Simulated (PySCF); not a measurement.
Molfile (atoms numbered from 1):
```
C5H12Cl2SSi
     RDKit          3D

 21 20  0  0  0  0  0  0  0  0999 V2000
   -3.1421   -0.7563    0.2787 C   0  0  0  0  0  0  0  0  0  0  0  0
   -2.1848    0.4156    0.4406 C   0  0  0  0  0  0  0  0  0  0  0  0
   -0.9973    0.4053   -0.5192 C   0  0  0  0  0  0  0  0  0  0  0  0
   -0.0630   -0.7735   -0.3034 C   0  0  0  0  0  0  0  0  0  0  0  0
    1.3363   -0.8495   -1.4882 S   0  0  0  0  0  0  0  0  0  0  0  0
    2.7181    0.5019   -0.6174 Si  0  0  0  0  0  4  0  0  0  0  0  0
    3.0949    0.1880    1.1731 C   0  0  0  0  0  0  0  0  0  0  0  0
    2.1166    2.4819   -0.7768 Cl  0  0  0  0  0  0  0  0  0  0  0  0
    4.4278    0.2677   -1.7405 Cl  0  0  0  0  0  0  0  0  0  0  0  0
   -3.5324   -0.8108   -0.7505 H   0  0  0  0  0  0  0  0  0  0  0  0
   -4.0042   -0.6634    0.9561 H   0  0  0  0  0  0  0  0  0  0  0  0
   -2.6607   -1.7217    0.5004 H   0  0  0  0  0  0  0  0  0  0  0  0
   -1.8123    0.4515    1.4803 H   0  0  0  0  0  0  0  0  0  0  0  0
   -2.7366    1.3585    0.2913 H   0  0  0  0  0  0  0  0  0  0  0  0
   -0.4287    1.3420   -0.4099 H   0  0  0  0  0  0  0  0  0  0  0  0
   -1.3549    0.3883   -1.5630 H   0  0  0  0  0  0  0  0  0  0  0  0
    0.3257   -0.7980    0.7273 H   0  0  0  0  0  0  0  0  0  0  0  0
   -0.5817   -1.7304   -0.4626 H   0  0  0  0  0  0  0  0  0  0  0  0
    3.4476   -0.8449    1.3092 H   0  0  0  0  0  0  0  0  0  0  0  0
    3.8814    0.8827    1.5047 H   0  0  0  0  0  0  0  0  0  0  0  0
    2.2064    0.3527    1.8006 H   0  0  0  0  0  0  0  0  0  0  0  0
  1  2  1  0
  2  3  1  0
  3  4  1  0
  4  5  1  0
  5  6  1  0
  6  7  1  0
  6  8  1  0
  6  9  1  0
  1 10  1  0
  1 11  1  0
  1 12  1  0
  2 13  1  0
  2 14  1  0
  3 15  1  0
  3 16  1  0
  4 17  1  0
  4 18  1  0
  7 19  1  0
  7 20  1  0
  7 21  1  0
M  END
```

Geometry: PBE0-D3(BJ)/def2-SVP; GIAO absolute shieldings from PySCF, gas phase, non-relativistic, averaged over equivalent atoms.

At PBE0/pcSseg-1 (241 basis functions, 56 s wall time on 1 thread of an Arm Neoverse V2, shared host):
```
      atoms  σ (ppm)
         C3    148.6
         C4    152.4
         C2    160.1
         C1    171.0
         C7    175.9
         S5    554.3
        Si6    298.4
    Cl8/Cl9    818.3
    H17/H18    28.99
    H15/H16    29.60
    H13/H14    30.00
H10/H11/H12    30.35
H19/H20/H21    30.46
```

Q: Predict the values at mPW1PW91/pcSseg-1 on the same geometry.

A: 
| atoms | σ at mPW1PW91/pcSseg-1 | change |
| --- | --- | --- |
| C3 | 147.9 | -0.7 |
| C4 | 151.7 | -0.7 |
| C2 | 159.3 | -0.8 |
| C1 | 170.0 | -1.0 |
| C7 | 174.9 | -1.0 |
| S5 | 551.5 | -2.8 |
| Si6 | 297.1 | -1.3 |
| Cl8/Cl9 | 818.3 | +0.0 |
| H17/H18 | 29.04 | +0.05 |
| H15/H16 | 29.65 | +0.05 |
| H13/H14 | 30.06 | +0.06 |
| H10/H11/H12 | 30.40 | +0.05 |
| H19/H20/H21 | 30.50 | +0.04 |

The largest change is at S5 (sulfur bonded to C, Si). Cost: 241 basis functions, 50 s wall time on 1 thread of an Arm Neoverse V2, shared host. The order of the carbon signals is the same at both levels.
